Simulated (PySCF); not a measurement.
From computed data to an observable: oscillator strength and radiative lifetime

C2H4ClFSi2, SMILES C#C[SiH2][Si@H](F)Cl.

Geometry optimised at B3LYP-D3(BJ)/def2-SVP. The structure was generated by enumeration; whether it is a known compound was not checked. One conformer was computed; it need not be the lowest.

TDDFT-PBE/def2-SVPD in PySCF 2.14.0 puts the first singlet state with f over 0.02 at 5.46 eV (vertical), with the transition dipole (-0.354, 0.181, 0.078) in atomic units.

Find the oscillator strength, the wavelength and the radiative lifetime that this transition would have in vacuum if emission retraced absorption.


|μ|² = 0.1642 au, so |μ| = 1.03 D. ΔE = 5.46/27.211 = 0.2007 hartree. f = (2/3) ΔE |μ|² = 0.022 (the program prints 0.022).
λ = 1239.84/5.46 = 227 nm; ν = 44038 cm⁻¹.
Einstein's coefficient A = 0.6670 ν² f s⁻¹ (ν in cm⁻¹) = 2.8e7 s⁻¹, so τ = 1/A = 35 ns. This state is S1. The figure is the radiative limit of this one transition; relaxation, internal conversion, crossing to triplets and a medium change what is measured.
